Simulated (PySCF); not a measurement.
Predicted microwave data (PBE0-D3(BJ)/def2-SVP geometry optimisation, gas phase (PySCF 2.14.0)) for one isomer of C4H11FSi:

- Rotational constants: A = 3086, B = 1867, C = 1864 MHz
- Dipole components: |μa| = 1.62 D, |μb| = 0.11 D, |μc| = 0.77 D
- Inertial defect: -163.41 u·Å²
- κ: -1.00

**Question.** Which structure is it? (One computed conformer of each.)
A. `[CH3:1][CH:2]([CH3:3])[SiH2:4][CH2:5][F:6]` with C1–C2–Si4–C5 61°, C2–Si4–C5–F6 -60°
B. TMS-CH2F, `C[Si](C)(C)CF`

**Answer.** B. It is C[Si](C)(C)CF, point group Cs. The candidates at the same level (rigid rotor, commonest isotopes):

| SMILES | A (MHz) | B (MHz) | C (MHz) | μa (D) | μb (D) | μc (D) | Δ (u·Å²) | point group | rotor |
| --- | --- | --- | --- | --- | --- | --- | --- | --- | --- |
| C[Si](C)(C)CF | 3086 | 1867 | 1864 | 1.62 | 0.11 | 0.77 | -163.41 | Cs | – |
| CC(C)[SiH2]CF | 4437 | 1678 | 1319 | 0.61 | 0.86 | 0.89 | -32.00 | C1 | asymmetric top |

`CC(C)[SiH2]CF` has A 44 % too high. No structure here is proved a minimum.
